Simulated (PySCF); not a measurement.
Re(O)3(OH) (HO4Re), SMILES [O]=[Re](=[O])(=[O])[OH], multiplicity 1.

Coordinates come from a PBE0-D3(BJ)/def2-SVP optimisation. A frequency run showed that this geometry is not a minimum. The multiplicity is an assumed one; no other spin state was optimised. The isomer is the one that the SMILES or the coordinates give; other isomers of the formula were not compared. The def2 effective core potentials stand for the cores of Re; spin–orbit coupling is left out. Other conformers were not sampled.

The numbers are results of HF/def2-TZVP (PySCF), not measurements.

Symmetry labels are those of the subgroup Cs that the program uses (full group C3v).

Computed valence orbital energies around the gap with their symmetry:
| orbital | symmetry | energy (eV) |
|---|---|---|
| HOMO−7 | A" | -18.26 |
| HOMO−6 | A' | -16.92 |
| HOMO−5 | A" | -15.32 |
| HOMO−4 | A' | -15.32 |
| HOMO−3 | A' | -14.53 |
| HOMO−2 | A" | -13.72 |
| HOMO−1 | A' | -13.72 |
| HOMO | A" | -13.62 |
| LUMO | A" | 0.94 |
| LUMO+1 | A' | 0.94 |
| LUMO+2 | A' | 1.61 |
| LUMO+3 | A' | 2.43 |
